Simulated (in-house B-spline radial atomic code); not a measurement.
Radial electron density of Se2+, [Ar] 3d10 4s2 4p2. Method: scalar-relativistic (X2C) revTPSS, spin-polarised, spherical fractional occupations, Fermi nucleus of rms radius 4.14 fm. Calculated with a B-spline radial code for spherical atoms.

One-electron X2C: radii and densities carry no picture-change correction, so inner-shell <1/r> comes out high (for 1s by about 2 % at Z = 33, 5 % at 54, 10 % at 75, 30 % at 118) and <r> low.

Columns: r (bohr), 4πr²n(r) (electrons per bohr), bar.

```
 0.00159    1.175 #
 0.00195    1.665 #
 0.00237    2.314 ##
  0.0029    3.234 ###
 0.00354    4.469 ####
 0.00432     6.12 #####
 0.00527    8.288 #######
 0.00643    11.08 ##########
 0.00785    14.59 #############
 0.00959    18.84 #################
  0.0117    23.71 #####################
  0.0143    29.01 ##########################
  0.0174    34.12 ###############################
  0.0213    38.61 ###################################
   0.026    41.46 #####################################
  0.0317     42.1 ######################################
  0.0387    40.43 ####################################
  0.0472    37.31 #################################
  0.0577    34.56 ###############################
  0.0704    34.46 ###############################
  0.0859    38.15 ##################################
   0.105    44.38 ########################################
   0.128    49.14 ############################################
   0.156    48.39 ###########################################
   0.191    41.02 #####################################
   0.233    31.57 ############################
   0.284    26.37 ########################
   0.347    27.94 #########################
   0.423    32.08 #############################
   0.517    32.22 #############################
   0.631       26 #######################
    0.77    16.88 ###############
    0.94    9.396 ########
    1.15    5.346 #####
     1.4     3.82 ###
    1.71    2.979 ###
    2.09    2.009 ##
    2.55    1.041 #
    3.11   0.3833 
    3.79  0.09832 
    4.63  0.01625 
    5.65 0.001591 
     6.9 8.449e-05
```

On this grid the curve has 3 maxima, near 0.0317, 0.128, 0.517 bohr.

The 4s up radial function P(r) = rR(r), positive near the nucleus:

```
r (bohr)          P
0.000588    0.01285
0.000876    0.01828
 0.00131    0.02599
 0.00195    0.03656
  0.0029    0.05089
 0.00432    0.06983
 0.00643    0.09347
 0.00959     0.1205
  0.0143     0.1456
  0.0213     0.1573
  0.0317     0.1357
  0.0472    0.05746
  0.0704   -0.08343
   0.105    -0.2299
   0.156    -0.2407
   0.233   0.004449
   0.347     0.3516
   0.517     0.3586
    0.77    -0.1541
    1.15    -0.7416
    1.71    -0.8346
    2.55    -0.4449
    3.79    -0.1014
    5.65  -0.007544
```
